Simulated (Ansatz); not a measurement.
Which level was it?

The species is SiCl3 (4 atoms), meant as a doublet with charge 0. SMILES: `Cl[Si](Cl)Cl`. The coordinates come from a PBE0-D4/def2-TZVP relaxation.

```xyz
4

Cl   -1.5248   -0.5916    1.0301
Si    0.1161    0.3894    0.3106
Cl    1.6947   -0.9038    0.2190
Cl   -0.2860    1.1059   -1.5597
```

A calculation with Ansatz 0.2.0 gave:

- total energy: -1670.1683 Eh
- HOMO energy: -6.91 eV
- LUMO energy: -3.98 eV
- ⟨S²⟩: 0.752

Which of these levels gave the numbers?
A. BHLYP/aug-cc-pVDZ
B. HF/aug-cc-pVDZ
C. B3LYP/6-31G* (spherical functions)
D. PBE0/aug-cc-pVDZ

C. The others give -1667.5674 Eh (HF/aug-cc-pVDZ), -1670.2177 Eh (BHLYP/aug-cc-pVDZ), -1669.6444 Eh (PBE0/aug-cc-pVDZ).
